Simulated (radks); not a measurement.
All-electron atom: Rh+ in [Kr] 4d7.5 5p0.5 (fractional occupations, a model configuration). Method: Dirac Kohn-Sham, PBEsol, spin-unpolarised, spherical densities, finite nucleus; open shells fill j = l - 1/2 first; Fermi nuclear charge, rms radius 4.4945 fm; computed with a radial shooting solver on a logarithmic mesh with Libxc functionals.

X-ray form factor f0, the Fourier transform of the density (f0(0) = 44):

sin(theta)/lambda (1/angstrom)  f0 (electrons)
0.05                                    43.264
0.1                                     41.351
0.15                                    38.807
0.2                                     36.037
0.25                                    33.295
0.3                                     30.735
0.4                                     26.425
0.5                                     23.205
0.6                                     20.810
0.8                                     17.309
1                                       14.427
1.25                                    11.295
1.5                                      8.900
2                                        6.279
